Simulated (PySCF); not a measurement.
This script is equivalent to a calculation on P²⁺ (phosphorus, charge +2).

```python
from pyscf import gto, scf, dft, mp, cc
import basis_set_exchange as bse
mol = gto.M(atom="P 0 0 0", charge=2, spin=1, symmetry="D2h",
            basis=gto.basis.parse(bse.get_basis("cc-pVTZ-DK", elements=["P"], fmt="nwchem", header=False)),
            nucmod="G")
mf = dft.UKS(mol, xc="MN15").sfx2c1e()
mf.irrep_nelec = {'Ag': (3, 3), 'B1u': (1, 1), 'B2u': (2, 1), 'B3u': (1, 1)}
mf.kernel()
```

What total energy does it give?

-340.979 hartree (calculated).

Which occupied shell lies highest, and where?

3p α, at -26.827 eV.

What is ⟨S²⟩, and what would a pure spin state give?

0.753, against 0.75.
